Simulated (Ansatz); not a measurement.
`C[SiH2]C(=O)[SiH3]` and `C[SiH2]C=O` differ in one atom or group.

Ansatz, PBE0-D4/def2-TZVP geometries, multiplicity 1. Each molecule was computed in one conformer, which needn't be the lowest.

```
                                        property  `C[SiH2]C(=O)[SiH3]`
             HOMO energy (B3LYP/def2-TZVPP) / eV                 -6.18
           LUMO energy (ωB97M-V/def2-TZVPP) / eV                  0.48
           HOMO–LUMO gap (B3LYP/def2-TZVPP) / eV                  4.15
size of the dipole moment (B3LYP/def2-TZVPP) / D                  1.54
               HOMO energy (PBE/def2-TZVPP) / eV                 -5.07
           HOMO energy (ωB97M-V/def2-TZVPP) / eV                 -8.58
```

(1) Give the same properties after the change, and the shifts. (An estimate is asked.)

## Answers

(1) Computed: 
| property | `C[SiH2]C=O` | shift |
| --- | --- | --- |
| HOMO energy (B3LYP/def2-TZVPP) / eV | -6.74 | -0.56 |
| LUMO energy (ωB97M-V/def2-TZVPP) / eV | 0.85 | 0.37 |
| HOMO–LUMO gap (B3LYP/def2-TZVPP) / eV | 5.02 | 0.87 |
| size of the dipole moment (B3LYP/def2-TZVPP) / D | 1.93 | 0.39 |
| HOMO energy (PBE/def2-TZVPP) / eV | -5.47 | -0.40 |
| HOMO energy (ωB97M-V/def2-TZVPP) / eV | -9.26 | -0.68 |

With PBE0 the HOMO falls by 0.56 eV and the LUMO rises by 0.35 eV, so the gap widens by about 0.91 eV. PBE moves the HOMO by -0.40 eV and ωB97M-V by -0.68 eV. Dipoles are sizes alone; their direction can turn.

Positive LUMOs are unbound, so they and the gaps depend on the basis.

B3LYP here is the variant with VWN-RPA as its local correlation; programs differ in this.
